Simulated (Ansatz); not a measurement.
A CCSD(T) single point on F$_{2}$H$_{5}$NO$_{2}$Si$_{2}$ (`O[SiH](O)N[SiH](F)F`).

```yaml
crystal:
  periodic: [false, false, false]
  atoms:
    - {symbol: O, position_ang: [1.001516, -0.158916, 2.196541]}
    - {symbol: Si, position_ang: [0.813767, 0.514399, 0.723720]}
    - {symbol: O, position_ang: [-0.432363, 1.575154, 0.771709]}
    - {symbol: N, position_ang: [0.379905, -0.728328, -0.378249]}
    - {symbol: Si, position_ang: [-1.080658, -0.839645, -1.233165]}
    - {symbol: F, position_ang: [-0.898956, -1.960314, -2.342002]}
    - {symbol: F, position_ang: [-1.372341, 0.538322, -1.975376]}
    - {symbol: H, position_ang: [1.359758, 0.386801, 2.898086]}
    - {symbol: H, position_ang: [2.069981, 1.187198, 0.312466]}
    - {symbol: H, position_ang: [-0.594552, 2.123117, 0.001423]}
    - {symbol: H, position_ang: [1.036646, -1.482705, -0.523918]}
    - {symbol: H, position_ang: [-2.282703, -1.155083, -0.451246]}
basis:
  gaussian: {orbitals: def2-TZVPP}
correlation: {method: ccsd_t}
```

```sh
$ ansatz run in.yaml --threads 2 --pin off --events-out ev --progress --plain --max-ram 32768MiB --backend cuda --devices 0, --max-vram 18GiB
```

The program prints (abridged):

```
Functional definition: HF
1888 factors; integrals over basis functions are off by at most 1.2e-3 eV
mean field evaluation 1: about -26778.7611 eV, gradient 6.4e1 eV
mean field evaluation 2: about -26779.0852 eV, gradient 6.5e1 eV
mean field evaluation 4: about -26786.1908 eV, gradient 3.8e0 eV
mean field evaluation 8: about -26786.2714 eV, gradient 3.2e-1 eV
mean field -26786.27164931 eV, -984.3773267253 hartree, gradient 2.9e-6 eV, S^2 0.000000; 0 other end points of the search recorded, 0 dependent functions left out
15 core orbitals not correlated: weight in the atoms' cores, before any rotation towards them, 1.000 or more for the frozen orbitals, at most 0.000 for the correlated occupied ones
reference -26786.27164931 eV, -984.3773267253 hartree; 22, 22 occupied and 272, 272 virtual orbitals, 1888 factors
second order -38.58604409 eV of doubles, -0.00000000 eV of singles
cycle   1  -38.33848144 eV  change    2.5e-1 eV  update   1.2e-1
cycle   2  -39.11196047 eV  change   -7.7e-1 eV  update   3.3e-2
cycle   3  -39.29082809 eV  change   -1.8e-1 eV  update   1.7e-2
cycle   4  -39.26647871 eV  change    2.4e-2 eV  update   3.4e-3
cycle   5  -39.26415076 eV  change    2.3e-3 eV  update   1.5e-3
cycle   6  -39.26544436 eV  change   -1.3e-3 eV  update   4.2e-4
cycle   7  -39.26523906 eV  change    2.1e-4 eV  update   1.5e-4
cycle   8  -39.26511752 eV  change    1.2e-4 eV  update   4.0e-5
cycle   9  -39.26511738 eV  change    1.3e-7 eV  update   1.4e-5
perturbative correction -1.29535206 eV, -0.0476033101 hartree
Total energy: -26826.83211876 eV, -985.8678964844 hartree
```

Run time 20 s (2 threads of an AMD EPYC 7R13 on a shared host and a share of an NVIDIA H100 80 GB); peak host memory 0.81 GiB.

MP2 recovers 95.1 % of the CCSD(T) correlation energy and the triples give 3.2 %; T1 = 0.0116.
